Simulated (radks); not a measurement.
Initial-state core-level shifts of neutral arsenic when its valence configuration changes from [Ar] 3d10 4s2 4p3. Calculated with a radial shooting solver on a logarithmic mesh with Libxc functionals: scalar-relativistic Kohn-Sham, PBEsol, spin-polarised, spherical densities, point nucleus; open shells are filled with parallel spins first. Shifts are changes of the shell-averaged eigenvalues in eV (positive: less bound).

valence,1s,2s,3s,3p
3d10 4s1 4p4,-1.806,-1.751,-1.796,-1.789
3d10 4p5,-3.720,-3.602,-3.668,-3.652
3d8 4s2 4p5,-26.841,-29.733,-23.360,-22.888
3d10 4s1.5 4p3.5,-0.905,-0.878,-0.900,-0.896
3d9 4s2 4p4,-13.063,-14.426,-11.584,-11.346
3d9 4s1 4p5,-14.710,-16.036,-13.213,-12.966
3d9.5 4s2 4p3.5,-6.447,-7.106,-5.771,-5.652
3d9.5 4s1 4p4.5,-8.168,-8.782,-7.478,-7.350
3d8 4s1 4p6,-28.359,-31.232,-24.857,-24.376
